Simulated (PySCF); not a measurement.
Record of a relaxation.

C3H8O2Si.
SMILES with atom numbers: `[CH3:1]/[CH:2]=[CH:3]\[O:4][SiH2:5][OH:6]` (hydrogens: H7, H8, H9 on C1; H10 on C2; H11 on C3; H12, H13 on Si5; H14 on O6)

Computed by this run: PySCF, PBE0-D3(BJ)/def2-SVP geometry optimisation, gas phase; density fitting, grid level 1; the optimiser is geomeTRIC in internal coordinates, started from a GFN2-xTB structure with every atom displaced at random (about 0.01 Å). 5 of its 25 geometries are shown. The frame can shift and turn from step to step; on so coarse a grid that alone can change the energy by a few meV, and forces under 0.02 eV/Å are noise.

Step 0: E = -15194.7535 eV, largest atomic force 4.134 eV/Å
```
atom  x, y, z in Å  |  force x, y, z in eV/Å
C1     -2.280   -0.500   -0.105   -1.130   2.084  -0.175
C2     -1.632    0.842    0.066   -0.881  -1.135  -0.086
C3     -0.333    1.008    0.123    2.214  -0.142   0.140
O4      0.586   -0.018    0.044   -4.019   0.967   0.047
Si5     2.163   -0.070   -0.011    1.753   0.495   0.116
O6      2.377   -1.662   -0.018   -0.390  -1.269  -0.002
H7     -2.984   -0.662    0.711   -0.309  -0.226   0.249
H8     -2.857   -0.480   -1.043   -0.072  -0.291  -0.040
H9     -1.563   -1.264   -0.119    1.268  -1.460  -0.105
H10    -2.262    1.715    0.155   -0.209   0.419   0.025
H11     0.122    1.988    0.267   -0.012   0.282  -0.003
H12     2.687    0.561   -1.213    0.336   0.406  -0.642
H13     2.728    0.560    1.179    0.376   0.378   0.517
H14     3.241   -2.031   -0.044    1.075  -0.509  -0.040
```

Step 6: E = -15195.0937 eV, largest atomic force 0.149 eV/Å
```
atom  x, y, z in Å  |  force x, y, z in eV/Å
C1     -2.400   -0.340   -0.104    0.040  -0.079  -0.040
C2     -1.586    0.852    0.260    0.006   0.148   0.019
C3     -0.251    0.903    0.278   -0.075  -0.061  -0.019
O4      0.524   -0.168   -0.030   -0.017  -0.003  -0.005
Si5     2.174   -0.185   -0.196    0.133  -0.044  -0.020
O6      2.590   -1.768    0.036    0.059   0.061   0.022
H7     -3.134   -0.580    0.682    0.023  -0.020   0.017
H8     -2.978   -0.160   -1.026    0.001  -0.010  -0.010
H9     -1.757   -1.218   -0.267   -0.056   0.030   0.006
H10    -2.108    1.776    0.528    0.025  -0.009   0.007
H11     0.280    1.823    0.552   -0.002   0.010   0.028
H12     2.576    0.281   -1.559   -0.018  -0.023   0.015
H13     2.775    0.724    0.829   -0.029   0.000  -0.003
H14     3.517   -1.999   -0.082   -0.089  -0.001  -0.018
```

Step 12: E = -15195.1408 eV, largest atomic force 0.123 eV/Å
```
atom  x, y, z in Å  |  force x, y, z in eV/Å
C1     -2.372   -0.250   -0.278   -0.025  -0.016  -0.026
C2     -1.580    0.837    0.365    0.039   0.013   0.052
C3     -0.251    0.839    0.495   -0.027   0.075   0.030
O4      0.530   -0.172    0.047   -0.056  -0.090  -0.062
Si5     2.153   -0.217   -0.286    0.052   0.064  -0.044
O6      2.781   -1.484    0.563    0.023  -0.015   0.118
H7     -3.063   -0.721    0.441   -0.002  -0.004  -0.001
H8     -2.992    0.140   -1.102   -0.005  -0.004  -0.008
H9     -1.712   -1.030   -0.680   -0.006  -0.001   0.006
H10    -2.111    1.699    0.780    0.013  -0.012   0.004
H11     0.273    1.669    0.988    0.026  -0.001  -0.014
H12     2.341   -0.432   -1.750    0.035  -0.015   0.017
H13     2.747    1.082    0.146   -0.030   0.008   0.004
H14     3.477   -2.018    0.173   -0.037  -0.003  -0.074
```

Step 18: E = -15195.2502 eV, largest atomic force 0.118 eV/Å
```
atom  x, y, z in Å  |  force x, y, z in eV/Å
C1     -2.351   -0.200   -0.347    0.004  -0.001   0.009
C2     -1.502    0.702    0.484   -0.007   0.002  -0.010
C3     -0.168    0.754    0.437    0.022  -0.016  -0.027
O4      0.567   -0.020   -0.403   -0.015   0.052   0.018
Si5     2.232   -0.145   -0.428    0.005  -0.042   0.069
O6      2.813   -1.082    0.812   -0.019   0.004  -0.116
H7     -2.867   -0.952    0.273   -0.015   0.009   0.001
H8     -3.135    0.364   -0.878    0.001   0.001  -0.006
H9     -1.745   -0.733   -1.092    0.006  -0.007  -0.002
H10    -1.989    1.380    1.190   -0.003  -0.011   0.012
H11     0.399    1.443    1.077   -0.001   0.004   0.002
H12     2.513   -0.741   -1.760    0.030  -0.010   0.002
H13     2.843    1.193   -0.224   -0.016  -0.004   0.006
H14     2.610   -2.021    0.761    0.007   0.020   0.043
```

Step 24: E = -15195.2532 eV, largest atomic force under 0.02 eV/Å
```
atom  x, y, z in Å  |  force x, y, z in eV/Å
C1     -2.341   -0.210   -0.364    0.001  -0.001  -0.002
C2     -1.499    0.695    0.470   -0.003   0.006   0.002
C3     -0.166    0.767    0.418    0.007  -0.011  -0.011
O4      0.579    0.013   -0.431   -0.006   0.010   0.011
Si5     2.243   -0.138   -0.406   -0.001   0.000  -0.010
O6      2.774   -1.115    0.819    0.008  -0.001   0.014
H7     -2.940   -0.892    0.262    0.000  -0.002  -0.001
H8     -3.057    0.363   -0.978    0.000  -0.001  -0.002
H9     -1.720   -0.815   -1.038   -0.002   0.000   0.000
H10    -1.993    1.362    1.182    0.001  -0.002   0.000
H11     0.392    1.461    1.061   -0.003   0.002   0.003
H12     2.568   -0.692   -1.745    0.000  -0.002   0.002
H13     2.859    1.187   -0.138    0.000  -0.003   0.002
H14     2.520   -2.043    0.788   -0.002   0.004  -0.007
```

Question: Summarise the path.

Answer: The energy falls by 0.4996 eV from step 0 to step 24; nine tenths of that is first reached at step 15. It falls at every step. The largest force goes from 4.134 to under 0.02 eV/Å. Among the bonds O4–Si5 changes most, from 1.578 to 1.670 Å; the atoms move by 0.897 Å rms after alignment.

Question: Follow the three bonds and two angles with the largest change from start to end.

Answer: 
```tsv
step	E above end (eV)	largest force (eV/Å)	O4–Si5 (Å)	C1–H9 (Å)	Si5–O6 (Å)	O4–Si5–O6 (°)	O4–Si5–H12 (°)
0	0.4996	4.134	1.578	1.048	1.607	99.6	112.0
1	0.1961	0.903	1.675	1.112	1.654	104.1	109.9
2	0.1877	0.416	1.667	1.104	1.650	103.6	110.0
3	0.1715	0.105	1.659	1.097	1.647	103.2	110.1
4	0.1694	0.136	1.659	1.097	1.648	103.4	110.3
5	0.1652	0.085	1.659	1.099	1.651	103.8	110.6
6	0.1595	0.149	1.659	1.100	1.654	104.2	110.8
7	0.1508	0.167	1.660	1.100	1.656	104.5	111.0
8	0.1427	0.180	1.664	1.099	1.656	104.7	111.1
9	0.1361	0.206	1.667	1.098	1.654	104.8	110.7
10	0.1307	0.263	1.668	1.097	1.650	105.3	109.8
11	0.1246	0.192	1.665	1.098	1.649	105.7	109.3
13	0.0940	0.365	1.648	1.100	1.649	109.2	108.2
14	0.0767	0.883	1.635	1.102	1.652	115.5	105.8
15	0.0498	0.561	1.647	1.100	1.653	112.3	106.6
16	0.0186	0.394	1.655	1.099	1.656	112.9	105.0
17	0.0080	0.215	1.668	1.098	1.660	113.6	102.4
18	0.0030	0.118	1.670	1.098	1.659	112.3	103.4
19	0.0016	0.049	1.669	1.098	1.657	112.5	103.7
20	0.0009	under 0.02	1.670	1.099	1.655	112.6	103.8
21	0.0006	0.027	1.671	1.098	1.654	112.6	103.8
22	0.0004	0.036	1.671	1.098	1.654	112.6	103.8
23	0.0002	0.033	1.671	1.098	1.654	112.6	103.8
24	0.0000	under 0.02	1.670	1.098	1.655	112.6	103.8
```

What follows is the cost of the whole optimisation. The run took 4.4 min of wall time on Arm Neoverse N1, one thread, no GPU, on a shared host, and the process peaked at 0.53 GiB of memory.
